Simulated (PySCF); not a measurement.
Isomers of C6H8ClF, mass 134.030 u with the commonest isotopes. Method: B3LYP/def2-SVPD in PySCF (dipole) on a GFN2-xTB geometry, gas phase. One conformer each, none proved a minimum here; rigid rotors.

Question: Order these by rotational constant A, smallest first.
A. `[CH3:1][C:2]1([C@@H:3]([Cl:4])[CH2:5][F:6])[CH:7]=[CH:8]1` with C1–C2–C3–Cl4 -66°, C2–C3–C5–F6 61°
B. `C[C@H]1/C([C@@H](Cl)C1)=C\F`
C. `[CH2:1]=[C:2]1[CH2:3][C@@H:4]([CH2:5][Cl:6])[C@H:7]1[F:8]` with C3–C4–C5–Cl6 -71°, C1–C2–C3–C4 166°, C2–C3–C4–C5 -105°, C3–C4–C7–F8 -128°, C1–C2–C7–C4 -167°

Answer: A (1803 MHz), B (2228 MHz), C (3209 MHz).

Question: Order these by rotational constant B, smallest first.
A. `[CH3:1][C:2]1([C@@H:3]([Cl:4])[CH2:5][F:6])[CH:7]=[CH:8]1` with C1–C2–C3–Cl4 -66°, C2–C3–C5–F6 61°
B. `[CH2:1]=[C:2]1[CH2:3][C@@H:4]([CH2:5][Cl:6])[C@H:7]1[F:8]` with C3–C4–C5–Cl6 -71°, C1–C2–C3–C4 166°, C2–C3–C4–C5 -105°, C3–C4–C7–F8 -128°, C1–C2–C7–C4 -167°
C. `C[C@@H]1C[C@H](Cl)/C1=C/F`

Answer: B (994.1 MHz), C (1270 MHz), A (1612 MHz).

Question: Order these by out-of-plane moment Σ m c² = (Ia + Ib − Ic)/2, smallest first.
A. `[CH3:1][C:2]1([C@@H:3]([Cl:4])[CH2:5][F:6])[CH:7]=[CH:8]1` with C1–C2–C3–Cl4 -66°, C2–C3–C5–F6 61°
B. `Cl[C@@H]1/C([C@H](C)C1)=C/F`
C. `[CH2:1]=[C:2]1[CH2:3][C@@H:4]([CH2:5][Cl:6])[C@H:7]1[F:8]` with C3–C4–C5–Cl6 -71°, C1–C2–C3–C4 166°, C2–C3–C4–C5 -105°, C3–C4–C7–F8 -128°, C1–C2–C7–C4 -167°

Answer: C (31.64 u·Å²), B (42.28 u·Å²), A (65.47 u·Å²).

```
                   SMILES  point group  Ia (u·Å²)  Ib (u·Å²)  Ic (u·Å²)      κ  μa (D)  μb (D)  μc (D)
  C=C1C[C@@H](CCl)[C@H]1F           C1     157.49     508.40     602.61  -0.87    1.48    0.73    1.01
C[C@@H]1C[C@H](Cl)/C1=C/F           C1     226.81     397.88     540.12  -0.48    0.24    1.35    1.31
    CC1([C@@H](Cl)CF)C=C1           C1     280.32     313.53     462.90   0.46    1.05    0.41    0.11
```
